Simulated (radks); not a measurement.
Problem. The mean radii <r> (bohr) of the occupied orbitals of an atom or ion are listed with their occupations. All-electron calculation, scalar-relativistic Kohn-Sham, r2SCAN, spin-polarised, spherical densities, finite nucleus; meta-GGA in the generalised Kohn-Sham scheme; Fermi nuclear charge, rms radius of each element as measured or else 0.836 A^(1/3) + 0.57 fm. Program: a radial shooting solver on a logarithmic mesh with Libxc functionals.

| orbital | occ. | <r> |
|---|---|---|
| 1s up | 1 | 0.05409 |
| 1s down | 1 | 0.05410 |
| 2s up | 1 | 0.2445 |
| 2s down | 1 | 0.2444 |
| 2p up | 3 | 0.2152 |
| 2p down | 3 | 0.2151 |
| 3s up | 1 | 0.7368 |
| 3p up | 3 | 0.7739 |
| 3p down | 3 | 0.7802 |
| 3d up | 5 | 0.9578 |
| 3d down | 4 | 0.9844 |
| 4s up | 1 | 2.500 |

Name the element and its charge. Open shells, if any, are filled with parallel spins first.

Solution. Z = 28, nickel, charge +1: Ni+ in [Ne] 3s1 3p6 3d9 4s1. The 1s radius gives Z: for a bare nucleus <r> = (2 gamma + 1)/(2Z) with gamma = sqrt(1 - (Z/c)^2), 0.05282 bohr for Z = 28, and screening makes it slightly larger (0.05409 here). The occupations add up to 27, and the charge is Z minus that.
